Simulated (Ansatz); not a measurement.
C2H10AsNSi, SMILES `CN(C)[AsH][SiH3]`. Charge 0, multiplicity 1. All single points use the PBE0-D4/def2-TZVP geometry. It is one conformer, not always the lowest.

```xyz
15

C    -0.613   -0.695    1.730
N    -0.229   -0.407    0.365
C    -0.960   -1.233   -0.575
As   -0.429    1.425   -0.077
Si    1.556    1.437   -1.376
H    -0.444   -1.758    1.931
H    -1.674   -0.480    1.949
H     0.003   -0.120    2.425
H    -0.648   -1.012   -1.599
H    -0.730   -2.285   -0.380
H    -2.054   -1.110   -0.517
H     0.334    1.933    1.143
H     1.341    0.540   -2.543
H     1.826    2.811   -1.882
H     2.722    0.953   -0.595
```

Task: What is the dipole moment at B3LYP/def2-TZVPP? (An estimate is asked.)

Result: The calculation gave: 0.73 D, with components (-0.40, -0.45, 0.41) D in this frame, pointing from negative to positive charge.

Task: And with PBE, r2SCAN, ωB97M-V? (Best estimate.)

Result: The calculation gave: PBE 0.80 D, r2SCAN 0.78 D, ωB97M-V 0.65 D.

Task: Give the Mulliken charges with B3LYP, r2SCAN, ωB97M-V in def2-TZVPP. (An estimate is asked.)

Result: The calculation gave: 
| atom | B3LYP | r2SCAN | ωB97M-V |
| --- | --- | --- | --- |
| C1 | -0.19 | -0.06 | -0.25 |
| N2 | -0.29 | -0.29 | -0.31 |
| C3 | -0.18 | -0.05 | -0.24 |
| As4 | 0.15 | 0.11 | 0.07 |
| Si5 | 0.19 | 0.20 | 0.11 |
| H6 | 0.08 | 0.05 | 0.10 |
| H7 | 0.08 | 0.04 | 0.11 |
| H8 | 0.10 | 0.06 | 0.12 |
| H9 | 0.10 | 0.06 | 0.11 |
| H10 | 0.09 | 0.05 | 0.11 |
| H11 | 0.08 | 0.05 | 0.11 |
| H12 | -0.02 | -0.02 | 0.02 |
| H13 | -0.06 | -0.07 | -0.02 |
| H14 | -0.06 | -0.07 | -0.02 |
| H15 | -0.05 | -0.06 | -0.01 |

B3LYP here is the variant with VWN-RPA as its local correlation; programs differ in this.

Computed with Ansatz.
